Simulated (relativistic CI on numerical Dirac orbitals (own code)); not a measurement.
## Sensitivity of the levels of As VII to α and to the nuclear radius

Calculated at this level of theory: Dirac-Coulomb-Breit CI, separate exchange-only KLI orbitals for each configuration, derivatives by finite differences, unscaled Slater integrals, QED left out (own radial code, finite nucleus).

Configuration list (outside the closed core [Ne]): 3s2 3p6 3d9, 3s2 3p6 3d8 4s, 3s2 3p5 3d10, 3s2 3p6 3d8 4p, 3s2 3p6 3d8 4d, 3s 3p6 3d10, 3s2 3p6 3d8 4f, 3s2 3p6 3d7 4s2. Levels of other configurations are missing.

With x = (α/α₀)² − 1 an excitation energy changes as ω = ω₀ + qx; K = 2q/ω₀ is the relative enhancement. Terms are leading LS components, so labels can repeat. The field-shift factor is F = δν/δ⟨r²⟩ for the transition from the lowest level.

Lowest level 3s2 3p6 3d9 2D_5/2.

```
                  Level  ω₀ (cm⁻¹)  q (cm⁻¹)        K  F (GHz/fm²)
     3s2 3p6 3d9 2D_3/2       5628      5554     1.97       0.0295
  3s2 3p6 3d8 4s 4F_9/2     399819    -18610  -0.0931         8.56
  3s2 3p6 3d8 4s 4F_7/2     402950    -16100  -0.0799         8.55
  3s2 3p6 3d8 4s 4F_5/2     405923    -12840  -0.0632         8.58
  3s2 3p6 3d8 4s 4F_3/2     407834    -11210   -0.055          8.6
  3s2 3p6 3d8 4s 2F_7/2     411296    -15700  -0.0764         8.33
  3s2 3p6 3d8 4s 2F_5/2     416145    -12030  -0.0578         8.35
  3s2 3p6 3d8 4s 4P_5/2     430192    -17820  -0.0828         8.56
  3s2 3p6 3d8 4s 2D_3/2     432010    -16270  -0.0753         8.53
  3s2 3p6 3d8 4s 4P_3/2     436210    -12890  -0.0591         8.62
  3s2 3p6 3d8 4s 4P_1/2     436407    -13360  -0.0612         8.63
  3s2 3p6 3d8 4s 2D_5/2     436932    -11330  -0.0519         8.59
  3s2 3p6 3d8 4s 2P_3/2     444666    -13470  -0.0606         8.38
  3s2 3p6 3d8 4s 2P_1/2     446130    -13030  -0.0584         8.37
  3s2 3p6 3d8 4s 2G_9/2     447469    -14730  -0.0659         8.56
  3s2 3p6 3d8 4s 2G_7/2     447530    -14650  -0.0655         8.56
  3s2 3p6 3d8 4s 2S_1/2     508428    -13760  -0.0541         8.65
 3s2 3p6 3d8 4p 4D°_7/2     514281    -13950  -0.0542         1.85
 3s2 3p6 3d8 4p 4G°_9/2     519000    -14680  -0.0566         1.86
 3s2 3p6 3d8 4p 4D°_5/2     519401     -8755  -0.0337         1.86
3s2 3p6 3d8 4p 4G°_11/2     522035     -9143   -0.035         1.83
 3s2 3p6 3d8 4p 4G°_7/2     522251    -10070  -0.0386         1.88
 3s2 3p6 3d8 4p 4D°_3/2     523249     -4789  -0.0183         1.87
```

At this charge configurations can still be misplaced by up to about 7 % of their energy.
